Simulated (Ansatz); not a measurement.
`C[N](C)[Hf]([F])([SH])[Cl]` + `NB(S)Cl` → `C[N](C)[Hf]([F])([Cl])[Cl]` + `NB(S)S`  (redistribution)

Program: Ansatz. Geometries: PBE0-D4/def2-TZVP. ΔE: electronic, gas phase. CCSD(T)/CBS is the MP2 limit (def2-TZVPP, def2-QZVPP) plus CCSD(T) − MP2 in def2-TZVPP, frozen cores. This one scheme is used for every species. Functionals use def2-TZVPP. B3LYP here is the variant with VWN-RPA as its local correlation; programs differ in this. HSE06 is defined as in plane-wave codes. def2 core potentials past Kr. For Hf outer-core shells are correlated without core-valence functions, which leaves a few kJ/mol of doubt a bond. Each species was taken in one conformer, which may not be the lowest.

`C[N](C)[Hf]([F])([SH])[Cl]`:

Cartesian coordinates in Å:
```
C -0.817 1.093 -1.118
N -0.033 0.172 -0.331
C 1.329 0.610 -0.108
Hf -0.537 -1.596 0.435
F -2.280 -2.018 -0.194
S -0.525 -1.285 2.872
Cl 1.069 -3.209 -0.194
H -0.890 2.071 -0.626
H -0.370 1.250 -2.108
H -1.831 0.712 -1.262
H 1.357 1.561 0.439
H 1.869 0.741 -1.055
H 1.888 -0.124 0.485
H -0.228 0.022 2.765
```

`NB(S)Cl`:

```xyz
7

N     0.776   -0.217   -0.551
B     0.014    0.272    0.505
S    -1.791    0.159    0.636
Cl    0.836    1.076    1.853
H     1.777   -0.123   -0.565
H     0.388   -0.684   -1.351
H    -1.999   -0.483   -0.526
```

`C[N](C)[Hf]([F])([Cl])[Cl]`:

Cartesian coordinates in Å:
```
C -0.429 1.099 -0.830
N -0.050 0.121 0.168
C -0.241 0.573 1.525
Hf 0.643 -1.610 -0.525
F 1.047 -2.664 0.999
Cl -1.048 -2.564 -1.863
Cl 2.551 -1.136 -1.827
H -1.492 1.360 -0.749
H 0.165 2.017 -0.735
H -0.267 0.714 -1.845
H 0.355 1.472 1.730
H -1.293 0.818 1.716
H 0.060 -0.200 2.235
```

`NB(S)S`:

Z-matrix (Å, degrees):
```
N
B 1 1.397
H 1 1.004 2 123.4
H 1 1.005 2 122.7 3 179.9
S 2 1.824 1 118.4 3 -179.7
S 2 1.820 1 123.5 3 0.2
H 5 1.341 2 97.0 1 -179.6
H 6 1.343 2 97.7 1 0.4
```

```tsv
level	ΔE (eV)
B3LYP	-0.48
HSE06	-0.47
```

(1) What does CCSD(T)/CBS give? (Estimate.)

(2) What do rigid-rotor, harmonic-oscillator terms from PBE0-D4/def2-TZVP frequencies (298.15 K, 1 bar) make of the CCSD(T)/CBS value? (An estimate is asked.)

Largest T1 diagnostic among the species: 0.015.

Results:

(1) Ansatz gave: -0.47 eV. The listed levels differ from it by -0.01, 0.00 eV.

(2) The calculation gave: ΔZPE = +0.02 eV, ΔH = -0.45 eV, ΔS = -1 J/(mol·K), ΔG = -0.45 eV. Modes under 50 cm⁻¹ make the entropy rough.

In def2-TZVPP, CCSD(T) changes the Hartree–Fock value by +0.09 eV (the triples alone add +0.02 eV) and MP2 by +0.08 eV. Leaving LDA and LC-ωPBE aside and taking each functional with its dispersion term where it has one, the values, not all of them listed here, spread over 0.06 eV, from BHLYP-D4 to PBE-D4. From BLYP to BHLYP (50 % exact exchange), in def2-TZVPP and without D4, ΔE moves by −0.05 eV.
